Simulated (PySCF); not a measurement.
```xyz
6
charge 0 multiplicity 1, angstrom
Te   -0.1797    0.0000    0.0000
O     1.6533    0.0000    0.0000
H    -0.2875    0.0000    1.7382
H    -0.2875    0.0000   -1.7382
H    -1.2793    1.3081    0.0000
H    -1.2793   -1.3081    0.0000
```

Computed with PySCF, PBE0, basis Te def2-SVP with ECP28, O def2-SVP, H def2-SVP (scalar-relativistic core potentials, no spin–orbit coupling, density fitting).

This geometry of H4TeO is a stationary point at this level.

(1) What is the point group?

(2) Is it a minimum?

(3) Give the ideal-gas entropy at 298.15 K and 1 bar by parts.

(4) What is the atomisation energy, with and without zero-point energy?

## Answers

(1) C2v.

(2) Yes: all harmonic wavenumbers are real.

(3) translation 171.3, rotation 85.6, vibration 11.4, spin 0.0; total 268.3 J/(mol K).

(4) 960 kJ/mol without, 877 kJ/mol with.

This need not be the most stable arrangement of these atoms.
